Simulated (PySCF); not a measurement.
Compound: C3H4N2Si.
Bonds: N1–C2 (triple), C2–C3, C3–N4 (double), N4–Si5, Si5–C6, C3–C6. Hydrogens: H7, H8 on Si5; H9, H10 on C6.

Probes without a nucleus sit at each ring's centroid and 1 Å off its mean plane on both sides; NICS is minus the shielding there, NICSzz its component along the normal. Level: GIAO PBE0/pcSseg-1 (PySCF, non-relativistic, gas phase) on the GFN2-xTB geometry, one conformer.

Ring bond lengths (Å), with Mayer bond orders in brackets: C3–N4 1.286 (1.78), N4–Si5 1.789 (0.96), Si5–C6 1.934 (0.90), C6–C3 1.501 (0.93).

Task: Give the NICS values of each ring in ppm.

Result: 
```tsv
ring	type	NICS(0)	NICS(1), two faces	NICS(1)zz, two faces	rms pucker (Å)	centre to ring atoms, mean (Å)
C3–N4–Si5–C6	4-membered ring with N and Si; formal bonds 1 double, 3 single	6.2	-2.6 / -2.6	3.3 / 3.3	0.00	1.14
```

Task: What do they say, and how far can they be read as aromaticity?

Result: 
- C3–N4–Si5–C6: mean NICS(1)zz 3.3 ppm, deshielded. Si5, C6 have four or more neighbours, and the NICS criterion for π rings isn't applied. NICS(0) lies 9 ppm above the mean NICS(1).

Task: What is the mean of the two in-plane components of NICS at the first NICS(1) probe listed for ring C3–N4–Si5–C6, 1 Å off the ring?

Result: The isotropic value is a third of the trace: (3 × -2.6 − (3.3))/2 = -5.6 ppm.

Task: List the ring angles and the Hirshfeld charges of the ring atoms.

Result: 
- C3–N4–Si5–C6: C3 109.7° (+0.101 e), N4 93.4° (-0.251 e), Si5 75.5° (+0.424 e), C6 81.4° (-0.165 e); sum 360.0° against 360° for a flat convex ring.

Task: How shielded are the nuclei of the rings and their hydrogens (means over atoms taken as equivalent)?

Result: 
| atoms | environment | σ isotropic (ppm) |
| --- | --- | --- |
| C3 | C=N carbon | 2.7 |
| N4 | C=N nitrogen | -236.7 |
| Si5 | SiH2 silicon | 362.6 |
| C6 | sp3 carbon bound to silicon | 150.7 |
| H7 (×2) | Si–H hydrogen | 26.37 |
| H9 (×2) | methylene hydrogen | 28.94 |
